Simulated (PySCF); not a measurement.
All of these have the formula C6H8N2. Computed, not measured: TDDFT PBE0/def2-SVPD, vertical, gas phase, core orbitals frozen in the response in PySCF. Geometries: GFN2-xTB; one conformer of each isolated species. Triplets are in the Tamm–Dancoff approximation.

A. `CCc1cccnn1`
B. `NC1=CC=C(N)C=C1`
C. `[H]/N=C\C1=CN(C)C=C1`

Lowest singlet levels (six at most, fewer where fewer were computed) with oscillator strengths:

1. 261 nm (f 0.003); 244 nm (f 0.084); 222 nm (f 0.177); 212 nm (f 0.000); 191 nm (f 0.376); 190 nm (f 0.013); T1 3.53 eV
2. 362 nm (f 0.003); 310 nm (f 0.000); 219 nm (f 0.029); 214 nm (f 0.001); 199 nm (f 0.000); 195 nm (f 0.017); T1 2.66 eV
3. 298 nm (f 0.046); 253 nm (f 0.035); 247 nm (f 0.004); 233 nm (f 0.229); 225 nm (f 0.000); 211 nm (f 0.001); T1 3.21 eV

Task: Which spectrum belongs to which structure?

Result: 1 = C, 2 = A, 3 = B.
- A: S1 at 3.42 eV, HOMO→LUMO (99%); Löwdin shares by element: HOMO nitrogen 77%, carbon 15% or more; LUMO carbon 41% or more, nitrogen 39% (atoms not listed hold the other 20%); HOMO -6.50 and LUMO -1.36 eV.
- B: S1 at 4.16 eV, HOMO→LUMO (95%); Löwdin shares by element: HOMO nitrogen 36%, carbon 26% or more (atoms not listed hold the other 37%); LUMO carbon 72% or more (atoms not listed hold the other 28%); HOMO -5.07 and LUMO -0.02 eV; point group C2v, 1 of its 6 listed states under f = 0.0005.
- C: S1 at 4.76 eV, HOMO-2→LUMO (96%); Löwdin shares by element: HOMO carbon 62% or more, nitrogen 11% or more (atoms not listed hold the other 26%); LUMO carbon 50% or more, nitrogen 23% or more (atoms not listed hold the other 28%); HOMO -6.42 and LUMO -0.62 eV.
